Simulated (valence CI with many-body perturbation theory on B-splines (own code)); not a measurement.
**Rb4+: key properties**

Calculated by configuration interaction combined with many-body perturbation theory (CI+MBPT): five valence electrons over a frozen Dirac-Fock core [Ar] 3d10, radial functions for each j: 9 s, 9 p, 8 d, 6 f, 3 g, 1 h, with the one-electron correlation potential Σ1, the two-electron term Σ2, the three-electron term Σ3, Breit, model QED; selected CI, second order for the rest, scaled by the run's own slope (own B-spline code, finite nucleus).

Set against measurement, 16 paired levels are off by 134 cm⁻¹ on average, the worst by 237. These come from a selection out of Sansonetti, J. Phys. Chem. Ref. Data 35, 301 (2006). Levels without a partner in it may be off by more. Among the levels kept, up to 1200 cm⁻¹ of a level comes from second order outside the variational space, and about a tenth of that is noise between levels of different J, which matters for small intervals. 2 measured levels below the end of the list, from 268680 cm⁻¹ on, found no clear computed partner, and computed levels of the same name lie up to 4386 cm⁻¹ from them.

Rates and lifetimes use the calculated energies. Strong lines usually hold to 10 to 20 %, long lifetimes can be off by a factor of two.

(1) What is the ground level?

(2) Where does the other parity begin?

(3) Among levels below 35.691 eV, which E1 lines absorb most strongly from the ground level?

(4) How well does LS coupling describe the low levels?

(5) What is the ionisation energy?

(6) What are the static dipole polarisabilities of the lowest levels?

(7) Name the longest-lived excited levels whose lifetime is computed, and their main decay.

Results:

(1) 4s2 4p3 4S°_3/2, composition 93 % 4s2 4p3 4S° + 3 % 4s2 4p3 2P°, g = 1.977.

(2) At 4s 4p4 4P_5/2, 16.825 eV.

(3) to 4s2 4p2 4d 4P_5/2 at 41.77 nm, f = 1.80; to 4s2 4p2 4d 4P_3/2 at 41.42 nm, f = 1.18; to 4s2 4p2 4d 4P_1/2 at 41.27 nm, f = 0.549.

(4) Among the lowest 20 levels the leading LS term, summed over configurations, holds 89 % on average. For single configurations the figures are 78 % in LS and 58 % in jj coupling. Terms mix most in the J = 7/2 level at 26.516 eV, where the leading one holds 48 %.

(5) 68.512 eV; NIST lists 68.44 ± 0.15 eV (theoretical).

(6) 4s2 4p3 4S°_3/2 3.85; 4s2 4p3 2D°_3/2 3.86 (tensor 0.096); 4s2 4p3 2D°_5/2 3.88; 4s2 4p3 2P°_1/2 3.89 bohr³, of which the core gives 0.158.

(7) 4s2 4p3 2D°_5/2 at 2.626 eV lives 2.03 s, mostly by M1 to 4s2 4p3 4S°_3/2; 4s2 4p3 2D°_3/2 at 2.325 eV lives 145 ms, mostly by M1 to 4s2 4p3 4S°_3/2; 4s2 4p3 2P°_1/2 at 4.333 eV lives 30.0 ms, mostly by M1 to 4s2 4p3 4S°_3/2. The lifetime of 4s2 4p2 4d 4F_9/2 is too uncertain to give, and may be longer.
